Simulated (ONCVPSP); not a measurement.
## What one change does to a pseudopotential (Sc, ONCV)

```json
{
  "Element": "Sc",
  "Generator": "ONCVPSP 4.0.1",
  "Type": "optimised norm-conserving Vanderbilt (ONCV)",
  "Functional": "LDA (Perdew-Wang 92)",
  "Relativity": "scalar-relativistic",
  "Frozen core": "[Ne]",
  "Valence charge": "11",
  "Reference configuration": "3s2 3p6 3d1 4s1 (charge +1)",
  "Partial waves": "3s+4s: rc 2.05 bohr, ncon 4, nbas 8, qcut 7 1/bohr, 2 projectors; 3p: rc 1.20 bohr, ncon 4, nbas 9, qcut 5.8 1/bohr, 3 projectors, debl 2.2 Ha; 3d: rc 1.60 bohr, ncon 4, nbas 9, qcut 10.9 1/bohr, 2 projectors, debl 2.2 Ha",
  "Local potential": "polynomial inside 1.15 bohr (lpopt 3, dvloc0 0 Ha)",
  "Core correction": "Teter function, fcfact 2.5, rcfact 1.45"
}
```

All-electron outer shells of the reference configuration (LDA (PZ), scalar-relativistic, ld1.x):

```
shell  level (eV)  outermost node (bohr)  outermost maximum (bohr)
   2p     -395.14                      –                      0.23
   3s      -61.79                   0.42                      0.92
   3p      -40.63                   0.39                      0.97
   3d      -10.23                      –                      1.08
   4s       -9.96                   1.32                      2.91
```

Change: s: qcut 7.5.

Cutoffs: the cutoffs (Ha) at which the residual kinetic energy of the hardest occupied pseudo-wave falls to 1 and 0.1 mHa per electron; they do not see the model core or the augmentation charge, which bear on the density cutoff. Errors are all-electron minus pseudo energies relative to the spin-unpolarised reference configuration.

**Question.** What does the change do?

**Answer.** The potential gets neither clearly harder nor softer (38 Ha and 44 Ha → 38 Ha and 44 Ha); the d channel sets the loose cutoff, while the largest relative change is in s, which becomes harder; the errors of the 4 common tests hardly move; neither file shows a bound ghost.

| quantity | base | changed |
| --- | --- | --- |
| cutoff, loose | 38 Ha | 38 Ha |
| cutoff, tight | 44 Ha | 44 Ha |
| loose cutoff by channel | s 10 Ha, p 16 Ha, d 38 Ha | s 12 Ha, p 16 Ha, d 38 Ha |
| bound ghosts | none | none |
| GHOST(+) flags under 300 eV | none | none |
| error for 3s2 3p6 3d1 4s2, meV [ΔE -7.06 eV] | +0.3 | +0.3 |
| error for 3s2 3p6 3d1 4s0, meV [ΔE 12.96 eV] | -1.4 | -1.3 |
| error for 3s2 3p6 3d0 4s0, meV [ΔE 38.05 eV] | +29 | +29 |
| error for 3s2 3p6 3d1.5 4s1.5, meV [ΔE -6.41 eV] | +0.8 | +0.8 |
| s: phases at 2.08 bohr within 0.05 rad from the reference energy up to (Ha; the scan ends near 5) | 4.4 | 4.5 |
| p: phases at 1.22 bohr within 0.05 rad from the reference energy up to (Ha; the scan ends near 5) | to the end of the scan | to the end of the scan |
| d: phases at 1.63 bohr within 0.05 rad from the reference energy up to (Ha; the scan ends near 5) | to the end of the scan | to the end of the scan |
| rms error of d²Exc/dni dnj with the model core, mHa | 0.82 | 0.81 |
